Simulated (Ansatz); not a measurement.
Mulliken charges of ClFH4O2Si2, SMILES `O[Si](O)(F)[SiH2]Cl` from PBE/def2-TZVPP in Ansatz (PBE0-D4/def2-TZVP geometry).

```csv
atom,x (Å),y (Å),z (Å),charge (e)
O1,-1.332,0.720,-1.256,-0.338
Si2,-0.291,-0.345,-0.616,0.650
O3,1.012,-0.424,-1.596,-0.336
F4,-0.932,-1.810,-0.537,-0.270
Si5,0.164,0.307,1.582,0.211
Cl6,1.161,2.110,1.541,-0.221
H7,-1.339,0.841,-2.208,0.197
H8,1.587,-1.189,-1.542,0.197
H9,1.044,-0.684,2.252,-0.049
H10,-1.075,0.474,2.380,-0.042
```

Problem. By hand: the dipole of these point charges (1 e Å = 4.8032 D).

Solution. Σ q r = (-0.006, -0.293, -0.250) e Å, of length 0.385 e Å = 1.85 D.

Problem. How does the dipole of the full density compare? (An estimate is asked.)

Solution. Ansatz gave: (0.130, -0.246, -0.243) e Å, 1.77 D; the point charges give 1.05 times that, at 22° from its direction.

Point charges leave out the atoms' own dipoles, such as those of lone pairs, and Mulliken's split depends on the basis, so the two needn't agree.
